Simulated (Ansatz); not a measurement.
Stepwise reaction of `[NH]=[Mo](=[NH])([F])[F]` with hydrogen chloride, as a gas-phase model of exchange steps in deposition or etching. ΔE in kJ/mol; ΔG adds harmonic PBE0-D4 terms to CCSD(T)/CBS, at 1 bar.

Isolated molecules relaxed with PBE0-D4/def2-TZVP in Ansatz; ΔE leaves out vibrations. CCSD(T)/CBS adds triple-zeta CCSD(T) − MP2 to the extrapolated MP2 energy (def2 sets, frozen cores). This one scheme is used for every species. DFT in def2-TZVPP. B3LYP here is the variant with VWN-RPA as its local correlation; programs differ in this. Elements past krypton have def2 core potentials. For Mo outer-core shells are correlated without core-valence functions, which leaves a few kJ/mol of doubt a bond. Each species was taken in one conformer, which may not be the lowest.

```csv
step,reaction,PBE-D4,B3LYP-D4,ωB97M-V,CCSD(T)/CBS,ΔG(600 K)
1,`[NH]=[Mo](=[NH])([F])[F]` + HCl → `[NH]=[Mo](=[NH])([F])[Cl]` + H–F,-8.2,-8.9,-6.8,-22.8,-20.4
```

Task: Give the row of step 2, `[NH]=[Mo](=[NH])([F])[Cl]` + HCl → `[NH]=[Mo](=[NH])([Cl])[Cl]` + H–F. (Estimate.)

Result: The calculation gave: 
```
step                                                                reaction  PBE-D4  B3LYP-D4  ωB97M-V  CCSD(T)/CBS  ΔG(600 K)
   2  `[NH]=[Mo](=[NH])([F])[Cl]` + HCl → `[NH]=[Mo](=[NH])([Cl])[Cl]` + H–F    -9.0     -10.1     -7.2        -23.5      -14.4
```

Task: By hand: ΔE of the 2 steps together at CCSD(T)/CBS.

Result: (-22.8) + (-23.5) = -46.3 kJ/mol, or -23.1 kJ/mol a step.

In ΔE the steps differ by no more than 0.7 kJ/mol. All are downhill at CCSD(T)/CBS. ΔG lies between -20.4 and -14.4 kJ/mol a step. PBE-D4 differs from CCSD(T)/CBS by 14.5 to 14.6 kJ/mol a step. Isolated molecules leave out the surface, adducts and barriers. Largest T1 diagnostic: 0.022.
